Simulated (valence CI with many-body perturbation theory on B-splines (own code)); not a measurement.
Mn2+: key properties

Level of theory: valence CI with perturbative core correlation (CI+MBPT): five valence electrons over a frozen Dirac-Fock core [Ar], a basis of 7 s, 7 p, 8 d, 6 f, 4 g, 1 h functions for each j, with the one-electron correlation potential Σ1, the two-electron term Σ2, the three-electron term Σ3, Breit, model QED; selected CI, second order for the rest, scaled by the run's own slope (own B-spline code, finite nucleus).

Set against measurement, 50 paired levels are off by 2649 cm⁻¹ on average, the worst by 6458. These come from a selection out of Corliss and Sugar, J. Phys. Chem. Ref. Data 6, 1253 (1977). Levels without a partner in it may be off by more, other configurations by 1,000 to 8,000 cm⁻¹. Among the levels kept, up to 1900 cm⁻¹ of a level comes from second order outside the variational space, and about a tenth of that is noise between levels of different J, which matters for small intervals. Only levels of the ground parity were solved; by the run's estimate the other parity begins above the list, which can be wrong where configurations are misplaced.

Rates and lifetimes use the calculated energies. Strong lines usually hold to 10 to 20 %, long lifetimes can be off by a factor of two.

Problem. What is the ground level?

Solution. 3d⁵ ⁶S_5/2, composition 98 % 3d⁵ ⁶S, g = 2.002.

Problem. How well does LS coupling describe the low levels?

Solution. Among the lowest 20 levels the leading LS term, summed over configurations, holds 95 % on average. For single configurations the figures are 93 % in LS and 51 % in jj coupling. Terms mix most in the J = 5/2 level at 5.311 eV, where the leading one holds 52 %.

Problem. Name the longest-lived excited levels whose lifetime is computed, and their main decay.

Solution. 3d⁵ ⁴P_1/2 at 3.639 eV lives 51600 s, mostly by E2 to 3d⁵ ⁶S_5/2; 3d⁵ ²I_13/2 at 4.666 eV lives 18800 s, mostly by M1 to 3d⁵ ⁴G_11/2. The lifetime of 3d⁵ ⁴G_11/2 is too uncertain to give, and may be longer. The lifetime of 3d⁵ ⁴G_9/2 is too uncertain to give, and may be longer. The lifetime of 3d⁵ ⁴G_5/2 is too uncertain to give, and may be longer.

Problem. What is the ionisation energy?

Solution. 32.788 eV; NIST lists 33.668 ± 0.012 eV (measured).

Problem. What are the static dipole polarisabilities of the lowest levels?

Solution. 3d⁵ ⁶S_5/2 3.76; 3d⁵ ⁴G_11/2 4.05 (tensor -0.073); 3d⁵ ⁴G_9/2 4.09 (tensor -0.088); 3d⁵ ⁴G_5/2 3.98 (tensor -0.075) bohr³, of which the core gives 0.627.
